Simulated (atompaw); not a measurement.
**La: one change to a PAW (atompaw) potential, before and after**

atompaw 4.2.0.5 input, output lines left out:

```
La 57
LDA-PW scalarrelativistic loggrid 2001 logderivrange -2 5 176
6 6 5 4 0 0
6 0 1.75
6 1 0
5 2 1
4 3 0
0 0 0
c
c
c
c
c
v
c
c
c
c
v
c
c
v
v
3
3.00 2.85 2.80 2.50
y
0.7
n
y
1.35
n
y
4.7
n
y
0.3
n
bloechl sinc
4 1 troulliermartins
```

All-electron outer shells of the reference configuration (LDA (PW92), scalar-relativistic, ld1.x):

```tsv
shell	level (eV)	outermost node (bohr)	outermost maximum (bohr)
5s	-40.44	0.77	1.41
5p	-23.85	0.83	1.58
4f	-5.96	–	0.75
6s	-4.95	1.86	3.69
5d	-4.49	0.95	2.24
6p	-2.39	2.20	4.80
```

Change: wave 5d channel at 4.7 Ry becomes 5d channel at 7.98 Ry.

Cutoffs: the cutoffs (Ry, on a coarse ladder) from which the occupation-weighted sum of valence levels, in a spherical-Bessel basis at the reference potential, stays within 10 and 1 mRy of its value at 400 Ry; they do not see the model core or the augmentation charge, which bear on the density cutoff.

What does the change do?

The potential gets harder (12 Ry and 18 Ry → 15 Ry and 18 Ry); both files keep a bound ghost (p, s); the range in which the d phases agree narrows (upper end at the end of the scan → 1.6).

```csv
quantity,base,changed
"cutoff, loose",12 Ry,15 Ry
"cutoff, tight",18 Ry,18 Ry
loose cutoff by channel (10 mRy a level),"s 6 Ry, d 12 Ry","s 6 Ry, d 15 Ry"
bound ghosts,"s, p","s, p"
s: phases at 3.00 bohr within 0.05 rad from the reference energy up to (Ry; the scan ends near 5),4.9,4.9
p: phases at 3.00 bohr within 0.05 rad from the reference energy up to (Ry; the scan ends near 5),to the end of the scan,to the end of the scan
d: phases at 3.00 bohr within 0.05 rad from the reference energy up to (Ry; the scan ends near 5),to the end of the scan,1.6
f: phases at 3.00 bohr within 0.05 rad from the reference energy up to (Ry; the scan ends near 5),1.3,1.3
lowest overlap eigenvalue by channel,"s 0.01, p 0.19, d 0.83, f 1.00","s 0.01, p 0.19, d 0.55, f 1.00"
```

Base: The cutoffs count occupied waves only; the empty 4f level needs 25 Ry at the loose tolerance. Changed file: The cutoffs count occupied waves only; the empty 4f level needs 25 Ry at the loose tolerance. A true bound ghost makes a file unfit for plane-wave use even where its test errors are small: the radial tests pick states by their node count and pass the ghost by. The cutoffs see the waves, projectors and local potential, not the compensation charge or the core.
